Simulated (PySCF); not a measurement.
## Excitation energy of Br by level of theory

Br [Ar] 3d10 4s2 4p5 (2P) → Br [Ar] 3d10 4s1 4p6 (2S), as a difference of total energies. All numbers are calculated (PySCF 2.14, scalar relativity through the core potential, in aug-cc-pwCVDZ-PP with ECP10MDF (6s5p4d1f, 48 functions)). Correlated levels: valence and next inner shell: nothing frozen outside the core potential. The calculations carry no spin-orbit coupling.

| method | excitation energy (eV) |
| --- | --- |
| UHF | 15.065 |
| MP2 (valence and next inner shell) | 12.850 |
| SCS-MP2 (valence and next inner shell) | 12.604 |
| CCSD (valence and next inner shell) | 11.593 |
| CCSD(T) (valence and next inner shell) | 10.742 |

Problem. How much does correlation contribute at CCSD(T) (valence and next inner shell)?

Solution. 10.742 − (15.065) = -4.323 eV, measured against UHF.

The upper state lies above the first ionisation limit, where it may autoionise and the basis confines it.

The coupled-cluster amplitudes are large for the upper state (T1 above 0.03 or a double amplitude above 0.15), so a single reference is strained.
